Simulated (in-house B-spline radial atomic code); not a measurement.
## Correlation energy from the adiabatic connection: ω²r²/2, ω = 0.0373

Two electrons in a singlet, external potential ω²r²/2, ω = 0.0373 (atomic units). Full CI in B-splines (partial waves to l = 8, correlation up to 0.6 % small) with the density held fixed gives W(λ) = <V_ee>_λ − U, and E_c is the integral of W(λ) − W(0) from 0 to 1.

```csv
λ,W(λ) − W(0) (hartree)
0,0.00000
0.02,-0.00209
0.05,-0.00492
0.12,-0.01035
0.25,-0.01738
0.4,-0.02259
0.6,-0.02701
0.8,-0.02992
1,-0.03201
```

Q: Integrate the table by the trapezoid rule.

A: The strips give -0.00002, -0.00011, -0.00053, -0.00180, -0.00300, -0.00496, -0.00569, -0.00619, which sum to -0.02231 hartree. The direct value, W(1) − W(0) + T_c with T_c = 0.00957, is -0.02244; the curve is convex, so chords lie above it and the trapezoids fall short in size by 0.60 %.

Q: Now use only three numbers: W(0) = -0.11927, the initial slope W'(0) = -0.1084 (extrapolated from the first points) and the strong-coupling limit of the point-charge-plus-continuum model, W∞ = -0.1604. What do second-order theory and the interpolation W(λ) = W∞ + (W(0) − W∞)/√(1 + 2χλ) of Seidl, Perdew and Levy give?

A: Second order keeps the slope alone: E_c = W'(0)/2 = -0.05420, +142 % in size against -0.02244. Matching the slope fixes χ = W'(0)/(W∞ − W(0)) = -0.1084/(-0.04113) = 2.63555. Integrating, with s = √(1 + 2χ) = 2.504215, E_c = −(W(0) − W∞)(s − 1)/(s + 1) = −0.04113 × 1.504215/3.504215 = -0.01766 hartree, -21.3 % in size against the full result. At λ = 1 the formula gives W − W(0) = -0.02471 against -0.03201. Part of the miss can come from the model's W∞, which here lies above the computed W at λ = 7, -0.16347.
